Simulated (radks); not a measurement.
Valence configurations of Pr2+ (all share [Xe]). All-electron calculation, non-relativistic Kohn-Sham, PBE, spin-polarised, spherical densities, point nucleus; open shells are filled with parallel spins first (spin-orbit coupling, left out, can overturn this in heavy ions); relativity is left out, which matters for an element this heavy. Program: a radial shooting solver on a logarithmic mesh with Libxc functionals. Energies are relative to 4f3; eigenvalues in eV for spin up.

4f3: E (eV) 0.000; moment (Bohr magnetons) 3; e(4f) -17.203
4f2 6p1: E (eV) 11.135; moment (Bohr magnetons) 3; e(4f) -26.992; e(6p) -12.000
4f1 6p2: E (eV) 30.463; moment (Bohr magnetons) 3; e(4f) -37.860; e(6p) -13.982
4f2 5d1: E (eV) 5.155; moment (Bohr magnetons) 3; e(4f) -23.172; e(5d) -15.837
4f2.5 6s0.5: E (eV) 3.018; moment (Bohr magnetons) 3; e(4f) -21.494; e(6s) -13.822
4f2 6s1: E (eV) 7.718; moment (Bohr magnetons) 3; e(4f) -26.128; e(6s) -14.948
4f2.5 6p0.5: E (eV) 4.632; moment (Bohr magnetons) 3; e(4f) -21.935; e(6p) -10.852

NIST lists [Xe] 4f3 as the ground configuration; this level of theory agrees among the configurations tried. The energies are those of spherical high-spin densities, not of single terms. Relativity is left out, which favours d and f over s occupation in heavy atoms.
